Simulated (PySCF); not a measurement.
Ge(F)(Br)2(Vi), SMILES [Br][Ge]([F])([Br])[CH]=C (C2H3Br2FGe), PBE0/def2-SVP optimised geometry.

```
9

C     -2.41    -0.91    -2.39
C     -1.66    -1.64    -1.56
Ge    -0.89    -0.83     0.00
F     -1.39     0.83     0.00
Br    -1.63    -1.75     1.96
Br     1.39    -0.83     0.00
H     -2.60     0.15    -2.21
H     -2.85    -1.35    -3.29
H     -1.46    -2.70    -1.74
```

Density from PBE0/def2-TZVP (PySCF) at that geometry.

Minimum of the electron density along straight lines between bonded atoms, close to the bond critical point (lines longer than 1.1 times the sum of covalent radii, or with two minima, are not listed):

```json
[
 {"bond": "C1–C2", "length / Å": "1.335", "ρ at the minimum / e bohr⁻³": "0.347", "∇²ρ there / e bohr⁻⁵": "-1.04", "position (fraction from the first atom)": "0.50"},
 {"bond": "C2–Ge3", "length / Å": "1.917", "ρ at the minimum / e bohr⁻³": "0.139", "∇²ρ there / e bohr⁻⁵": "0.09", "position (fraction from the first atom)": "0.53"},
 {"bond": "Ge3–F4", "length / Å": "1.735", "ρ at the minimum / e bohr⁻³": "0.144", "∇²ρ there / e bohr⁻⁵": "0.81", "position (fraction from the first atom)": "0.48"},
 {"bond": "Ge3–Br5", "length / Å": "2.287", "ρ at the minimum / e bohr⁻³": "0.098", "∇²ρ there / e bohr⁻⁵": "0.06", "position (fraction from the first atom)": "0.43"},
 {"bond": "Ge3–Br6", "length / Å": "2.287", "ρ at the minimum / e bohr⁻³": "0.098", "∇²ρ there / e bohr⁻⁵": "0.06", "position (fraction from the first atom)": "0.43"},
 {"bond": "C1–H7", "length / Å": "1.095", "ρ at the minimum / e bohr⁻³": "0.281", "∇²ρ there / e bohr⁻⁵": "-1.00", "position (fraction from the first atom)": "0.65"},
 {"bond": "C1–H8", "length / Å": "1.095", "ρ at the minimum / e bohr⁻³": "0.279", "∇²ρ there / e bohr⁻⁵": "-0.98", "position (fraction from the first atom)": "0.65"},
 {"bond": "C2–H9", "length / Å": "1.095", "ρ at the minimum / e bohr⁻³": "0.277", "∇²ρ there / e bohr⁻⁵": "-0.96", "position (fraction from the first atom)": "0.65"}
]
```
